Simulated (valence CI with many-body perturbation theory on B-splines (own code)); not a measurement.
Energy levels of Ir XLV

Computed by valence CI with perturbative core correlation (CI+MBPT): five valence electrons over a frozen Dirac-Fock core [Ar] 3d10, radial functions for each j: 11 s, 11 p, 10 d, 8 f, 5 g, 2 h, with the one-electron correlation potential Σ1 (screened to all orders), the two-electron term Σ2, the three-electron term Σ3, Breit, model QED; selected single and double excitations, second order for the rest, scaled by the run's own slope (own B-spline code, finite nucleus).

The last digits are not significant, and no measured levels were compared; by estimate large intervals hold to a few tenths of a per cent, small ones and those within an open d or f shell to about a per cent. Among the levels kept, up to 2200 cm⁻¹ of a level comes from second order outside the variational space, and about a tenth of that is noise between levels of different J, which matters for small intervals.

Levels 91 to 135 of 187, with energies above the lowest level, (4s^2 4p1/2^2 4p3/2) J=3/2. "Leading %" is the weight of the configuration and term that name the level; weights of strongly mixed levels are sums over their largest components and can fall short, so below about 35 % the name and the second component can differ from the true leading terms, or belong to a minority configuration. In the jj column 3d3/2^4 stands for four electrons in 3d with j = 3/2.

```tsv
No.	Configuration	Term	J	E (Ry)	Leading %	Leading jj	Second component
91	4s 4p3 4d	4F°	3/2	37.302	30	4s 4p1/2 4p3/2^2 4d3/2 (72 %)	9 % 4s 4p3 4d 2D°
92	4s 4p3 4d	4D°	1/2	37.458	46	4s 4p1/2 4p3/2^2 4d3/2 (38 %)	17 % 4s2 4p 4d2 2P°
93	4s 4p3 4d	4P°	5/2	37.602	15	4s 4p1/2 4p3/2^2 4d3/2 (61 %)	10 % 4s 4p3 4d 6D°
94	4s2 4p2 4f	2H°	9/2	37.654	25	4s^2 4p1/2 4p3/2 4f5/2 (42 %)	22 % 4s 4p3 4d 4G°
95	4s 4p3 4d	4D°	7/2	37.777	15	4s 4p1/2 4p3/2^2 4d5/2 (39 %)	15 % 4s2 4p2 4f 2F°
96	4s 4p3 4d	4P°	5/2	37.885	23	4s 4p1/2 4p3/2^2 4d3/2 (40 %)	16 % 4s2 4p 4d2 2F°
97	4s 4p3 4d	6D°	9/2	37.932	25	4s 4p1/2 4p3/2^2 4d5/2 (69 %)	24 % 4s 4p3 4d 4F°
98	4s 4p3 4d	4P°	3/2	37.949	32	4s 4p1/2 4p3/2^2 4d3/2 (76 %)	19 % 4s 4p3 4d 4S°
99	4s 4p3 4d	2P°	1/2	37.956	25	4s 4p1/2 4p3/2^2 4d3/2 (44 %)	18 % 4s2 4p 4d2 2P°
100	4s 4p3 4d	4D°	7/2	38.057	16	4s 4p1/2 4p3/2^2 4d3/2 (58 %)	14 % 4s 4p3 4d 4G°
101	4s2 4p2 4f	2D°	3/2	38.057	27	4s^2 4p1/2 4p3/2 4f7/2 (42 %)	18 % 4s2 4p2 4f 2P°
102	4s2 4p2 4f	2G°	9/2	38.121	34	4s^2 4p1/2 4p3/2 4f7/2 (45 %)	25 % 4s 4p3 4d 2G°
103	4s 4p3 4d	4F°	3/2	38.268	34	4s 4p1/2 4p3/2^2 4d3/2 (77 %)	15 % 4s 4p3 4d 4D°
104	4s 4p3 4d	4G°	5/2	38.354	20	4s 4p1/2 4p3/2^2 4d3/2 (74 %)	13 % 4s 4p3 4d 2F°
105	4s 4p3 4d	2F°	5/2	38.466	14	4s 4p1/2 4p3/2^2 4d3/2 (54 %)	13 % 4s2 4p2 4f 2F°
106	4s 4p3 4d	4G°	11/2	38.565	85	4s 4p1/2 4p3/2^2 4d5/2 (85 %)	10 % 4s2 4p2 4f 2H°
107	4s 4p3 4d	2G°	7/2	38.604	13	4s^2 4p1/2 4d5/2^2 (31 %)	13 % 4s 4p3 4d 4D°
108	4s 4p3 4d	4P°	1/2	38.719	41	4s 4p1/2 4p3/2^2 4d5/2 (61 %)	28 % 4s 4p3 4d 2S°
109	4s 4p3 4d	2G°	7/2	38.732	25	4s 4p1/2 4p3/2^2 4d3/2 (44 %)	11 % 4s2 4p2 4f 2G°
110	4s 4p3 4d	4F°	9/2	38.882	33	4s 4p1/2 4p3/2^2 4d5/2 (59 %)	16 % 4s 4p3 4d 2G°
111	4s 4p3 4d	2P°	1/2	38.912	22	4s 4p1/2 4p3/2^2 4d3/2 (43 %)	14 % 4s2 4p 4d2 2P°
112	4s 4p3 4d	4S°	3/2	38.987	15	4s 4p1/2 4p3/2^2 4d3/2 (62 %)	15 % 4s 4p3 4d 4D°
113	4s 4p3 4d	4D°	5/2	39.068	40	4s 4p1/2 4p3/2^2 4d5/2 (86 %)	21 % 4s 4p3 4d 4P°
114	4s 4p3 4d	2D°	3/2	39.324	31	4s 4p1/2 4p3/2^2 4d5/2 (84 %)	15 % 4s 4p3 4d 4P°
115	4s 4p3 4d	2F°	5/2	39.377	24	4s 4p1/2 4p3/2^2 4d3/2 (44 %)	14 % 4s 4p3 4d 2D°
116	4s 4p3 4d	4D°	1/2	39.446	28	4s 4p1/2 4p3/2^2 4d3/2 (58 %)	23 % 4s 4p3 4d 2P°
117	4s 4p3 4d	2F°	7/2	39.455	46	4s 4p1/2 4p3/2^2 4d5/2 (88 %)	21 % 4s 4p3 4d 2G°
118	4s 4p3 4d	2P°	3/2	39.561	18	4s 4p1/2 4p3/2^2 4d3/2 (67 %)	18 % 4s 4p3 4d 2D°
119	4s 4p3 4d	2P°	1/2	39.583	31	4s 4p1/2 4p3/2^2 4d3/2 (36 %)	22 % 4s 4p3 4d 2S°
120	4s 4p3 4d	2D°	5/2	39.603	38	4s 4p1/2 4p3/2^2 4d5/2 (57 %)	22 % 4s 4p3 4d 4D°
121	4s 4p3 4d	2F°	7/2	39.923	43	4s 4p1/2 4p3/2^2 4d5/2 (84 %)	15 % 4s 4p3 4d 4D°
122	4s 4p3 4d	2P°	3/2	40.025	32	4s 4p1/2 4p3/2^2 4d5/2 (78 %)	22 % 4s 4p3 4d 4D°
123	4s 4p3 4d	2G°	9/2	40.037	70	4s 4p1/2 4p3/2^2 4d5/2 (84 %)	10 % 4s 4p3 4d 4G°
124	4s 4p2 4d2	4F	3/2	40.100	41	4s 4p1/2^2 4d3/2^2 (93 %)	33 % 4s 4p2 4d2 6G
125	4s 4p3 4d	4D°	7/2	40.119	41	4s 4p1/2 4p3/2^2 4d5/2 (90 %)	13 % 4s 4p3 4d 2G°
126	4s 4p3 4d	4D°	5/2	40.229	25	4s 4p1/2 4p3/2^2 4d5/2 (82 %)	14 % 4s 4p3 4d 2F°
127	4s 4p3 4d	2F°	5/2	40.246	46	4s 4p1/2 4p3/2^2 4d5/2 (86 %)	28 % 4s 4p3 4d 2D°
128	4s 4p3 4d	2P°	3/2	40.463	41	4s 4p1/2 4p3/2^2 4d5/2 (85 %)	28 % 4s 4p3 4d 2D°
129	4s 4p2 4d2	4F	5/2	40.475	25	4s 4p1/2^2 4d3/2^2 (89 %)	17 % 4s 4p2 4d2 6G
130	4s 4p3 4d	2F°	7/2	40.695	43	4s 4p1/2 4p3/2^2 4d5/2 (77 %)	12 % 4s 4p3 4d 4F°
131	4s 4p3 4d	2D°	5/2	40.766	46	4s 4p1/2 4p3/2^2 4d5/2 (82 %)	15 % 4s 4p3 4d 4P°
132	4s 4p3 4d	2S°	1/2	40.964	39	4s 4p1/2 4p3/2^2 4d5/2 (86 %)	24 % 4s 4p3 4d 2P°
133	4s 4p3 4d	2D°	3/2	40.995	37	4s 4p1/2 4p3/2^2 4d5/2 (83 %)	9 % 4s 4p3 4d 2P°
134	4s 4p2 4d2	4P	1/2	41.019	46	4s 4p1/2^2 4d3/2^2 (90 %)	29 % 4s 4p2 4d2 6D
135	4s 4p3 4d	2F°	5/2	41.405	34	4s 4p1/2 4p3/2^2 4d5/2 (83 %)	23 % 4s 4p3 4d 2D°
```

Where two levels of one J and parity lie close, their mixing, g and order are uncertain.
